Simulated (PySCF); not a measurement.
SMILES [GeH3][Se]N (H₅GeNSe), singlet at its PBE0/def2-SVP optimised geometry (Å):

```
8

Se    -0.0730    -1.1186    -1.9423
N     -1.9127    -0.9939    -1.7229
H     -2.2134    -0.0214    -1.6982
H     -2.2113    -1.4555    -0.8659
Ge     0.6721     0.0088     0.0000
H      2.2113     0.0088     0.0000
H      0.1379     1.4555     0.0000
H      0.1378    -0.7091     1.2560
```

Level of theory: PBE0/def2-TZVP (PySCF). Cells within 0.4 Å of a nucleus heavier than hydrogen are left out (blank, or x).

Map of the HOMO amplitude (bohr^(-3/2)) on the plane z = 0.0 Å; orbital energy -6.74 eV, overall sign arbitrary:

```
|888888888888888888888888888|
|888888888888888888888888888|
|888888888888888888888888888|
|888888888888888888888888888|
|888888888888888888888888888|
|888888888887777778888888888|
|888888888877766777888888888|
|888888888876655667788888888|
|888888888776422467788888888|
|888888888776400357788888888|
|888888888876533467788888888|
|888888888877655677788888888|
|888888888888779x88888888888|
|88888888888888xxx8888888888|
|888888888888889x98888888888|
|888889998887778888888888888|
|888899999877666777888888888|
|888999999876655667788888888|
|888999999876555667788888888|
|888899998876555667788888888|
|888899988876666677788888888|
|888888888877666777788888888|
|888888888877777777888888888|
|888888888887777788888888888|
|888888888888888888888888888|
|888888888888888888888888888|
|888888888888888888888888888|
```
Scale: ten equal steps from -0.077 (start of '0') to 0.013 (end of '9'), in the order '0123456789'; x runs from -4.50 to 4.50, y from -4.50 (bottom) to 4.50 (top).
